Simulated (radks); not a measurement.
The nuclear charge of the rhenium ion Re2+ is varied continuously with 73 electrons held in [Xe] 4f14 5d5. Calculated with a radial shooting solver on a logarithmic mesh with Libxc functionals: Dirac Kohn-Sham, PBE, spin-unpolarised, spherical densities, finite nucleus; open shells fill j = l - 1/2 first; Fermi nuclear charge, rms radius 5.3698 fm. By the Hellmann-Feynman theorem dE/dZ = E(electron-nucleus)/Z, the electronic potential at the nucleus (averaged over a nucleus of fixed radius).

| Z | E (hartree) | E(electron-nucleus)/Z (hartree) | HOMO | e(HOMO) (eV) | <r> HOMO (bohr) |
|---|---|---|---|---|---|
| 74.5 | -16437.1123 | -551.069 | 5d5/2 | -14.885 | 1.939 |
| 74.75 | -16575.2397 | -553.951 | 5d5/2 | -17.755 | 1.873 |
| 75 | -16714.0880 | -556.837 | 5d5/2 | -20.774 | 1.815 |
| 75.25 | -16853.6584 | -559.727 | 5d5/2 | -23.934 | 1.763 |
| 75.5 | -16993.9518 | -562.621 | 5d5/2 | -27.228 | 1.716 |
| 75.75 | -17134.9695 | -565.521 | 5d5/2 | -30.649 | 1.673 |
| 76 | -17276.7127 | -568.426 | 5d5/2 | -34.192 | 1.634 |

The central difference of E at Z = 75 is -556.837 hartree, to compare with the third column; the second derivative is -11.6 hartree.
